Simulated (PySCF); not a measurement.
Electronic structure of P³⁺ (phosphorus, charge +3) at the PBE0 level

Configuration: [Ne] 3s2, closed-shell 1S. Computed with PySCF 2.14 in dyall-av3z, with scalar relativity by spin-free X2C-1e.

| Quantity | Value |
| --- | --- |
| Total energy | -339.7440 hartree |
| One-electron energy | -452.8806 hartree |
| Hartree (Coulomb) energy | 135.2259 hartree |
| Exchange-correlation energy | -22.0893 hartree |
| ⟨S²⟩ | 0.0000 |
| ⟨L²⟩ | 0.000 |
| Sum of ⟨r⟩ | 7.484 bohr |
| Sum of ⟨r²⟩ | 8.809 bohr² |
| Langevin diamagnetic susceptibility | -6.98 ×10⁻⁶ cm³/mol |

```json
{"shell": "1s", "electrons": "2", "mean orbital energy (eV)": "-2148.0", "rms radius, mean of both spins (bohr)": "0.120"}
{"shell": "2s", "electrons": "2", "mean orbital energy (eV)": "-220.65", "rms radius, mean of both spins (bohr)": "0.563"}
{"shell": "2p", "electrons": "6", "mean orbital energy (eV)": "-168.96", "rms radius, mean of both spins (bohr)": "0.540"}
{"shell": "3s", "electrons": "2", "mean orbital energy (eV)": "-46.952", "rms radius, mean of both spins (bohr)": "1.79"}
```

Densities and radii are taken from the X2C orbitals without a picture-change correction, which distorts them close to the nucleus.
